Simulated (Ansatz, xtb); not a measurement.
## H7NSi2Zn: which of two isomers lies lower

We compare a, `[SiH3]N[SiH2][ZnH]`, a singlet, with b, `[SiH3][NH][Zn][SiH3]`, a singlet. Both are isolated molecules in the gas phase, relaxed with B3LYP/6-31G*, each in the lowest conformer that the search found.

Problem. Which of the two would you expect CCSD(T)/def2-SVP + ΔMP2/def2-TZVPP electronic energies to favour?

Solution. Structure b; the calculation gives E(b) − E(a) = −1.36 kcal/mol.

Level by level:

| level | geometry | E(b) − E(a) (kcal/mol) | departure from the last row (kcal/mol) | job, with rough time for the two |
| --- | --- | --- | --- | --- |
| GFN2-xTB | GFN2-xTB | +19.20 | +20.56 | optimisation, 0.28 s |
| HF/STO-3G | GFN2-xTB | −24.99 | −23.62 | single point, 4.3 s |
| r2SCAN-D4/def2-SVP | GFN2-xTB | −2.72 | −1.36 | single point, 5.6 s |
| B3LYP/6-31G* | B3LYP/6-31G* | −10.68 | −9.32 | optimisation, 1.7 min |
| HF/def2-SVP | B3LYP/6-31G* | −2.24 | −0.88 | part of the CCSD(T) run |
| MP2/def2-SVP | B3LYP/6-31G* | −4.06 | −2.69 | part of the CCSD(T) run |
| CCSD(T)/def2-SVP | B3LYP/6-31G* | −3.69 | −2.33 | single point |
| CCSD(T)/def2-SVP + ΔMP2/def2-TZVPP | B3LYP/6-31G* | −1.36 |  | single point, 54 s |

As drawn, b has 1 N–Zn, 1 Si–H in place of 1 N–Si, 1 Zn–H.

GFN2-xTB puts the two in the other order. The largest departure from CCSD(T)/def2-SVP + ΔMP2/def2-TZVPP is that of HF/STO-3G, 23.62 kcal/mol. A small imaginary or near-zero mode remains, so no thermal terms are given. The last row adds to CCSD(T) the change of the MP2 difference between the two basis sets, here +2.33 kcal/mol.

The correlated steps freeze 16 core orbitals; the last core shell of Zn is correlated, in a basis made for valence electrons. Run with Ansatz 0.2.0, xtb 6.7.1; the last row on 2 threads of Arm Neoverse V2 on a shared host.
